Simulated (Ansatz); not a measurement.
Basis sets compared for (OH)3Ti-NH-SiH3 (TiSiNO₃H₇). Charge 0, multiplicity 1. Geometry r2SCAN-D4/def2-SVP. Ansatz on 2 threads of AMD EPYC 7R13 on a shared host; times are rough, and most runs start from earlier orbitals.

Cartesian coordinates in Å:
```
Ti -0.037 -0.830 0.742
O -1.162 0.350 1.513
O 1.339 -1.312 1.789
O -0.957 -2.275 0.206
N 0.657 0.134 -0.736
Si -0.043 1.596 -1.380
H -0.948 1.018 2.178
H 1.570 -2.172 2.160
H -1.259 -2.551 -0.668
H 1.611 -0.079 -1.034
H -1.512 1.421 -1.577
H 0.585 1.913 -2.702
H 0.156 2.787 -0.491
```

The 6-31G sets use Cartesian d functions. B3LYP takes the VWN-RPA correlation.

Binding counts from free atoms (Ti triplet, O triplet, N quartet, Si triplet, H doublet) in the same basis, without a counterpoise term.

| level | functions | energy (Eh) | HOMO (eV) | LUMO (eV) | binding per atom (eV) | wall time |
| --- | --- | --- | --- | --- | --- | --- |
| PBE-D4/def2-SVP | 140 | -1422.7347 | -5.86 | -1.95 | 4.02 | 2.3 s |
| PBE-D4/def2-TZVP (with forces) | 248 | -1423.2985 | -6.17 | -2.28 | – | 5.5 s |
| r2SCAN-D4/def2-TZVP | 248 | -1423.7725 | -6.47 | -2.18 | – | 7.5 s |
| B3LYP-D4/6-31G | 92 | -1423.6739 | -6.90 | -1.26 | 3.66 | 2.7 s |
| B3LYP-D4/def2-TZVP | 248 | -1424.0177 | -7.30 | -1.55 | 3.87 | 7.5 s |
| PBE0-D4/def2-SVP | 140 | -1422.7648 | -7.31 | -1.07 | 3.82 | 3.3 s |
| PBE0-D4/def2-TZVP | 248 | -1423.3248 | -7.52 | -1.25 | 3.82 | 8 s |

Q: Estimate the rows for PBE-D4/def2-TZVPD, r2SCAN-D4/def2-TZVPD, PBE0-D4/def2-TZVPD.

A: 
```
               level  functions  energy (Eh)  HOMO (eV)  LUMO (eV)  binding per atom (eV)  wall time
   PBE-D4/def2-TZVPD        311   -1423.3037      -6.23      -2.35                      –      4.8 s
r2SCAN-D4/def2-TZVPD        311   -1423.7766      -6.50      -2.22                      –        7 s
  PBE0-D4/def2-TZVPD        311   -1423.3293      -7.55      -1.30                   3.83       14 s
```
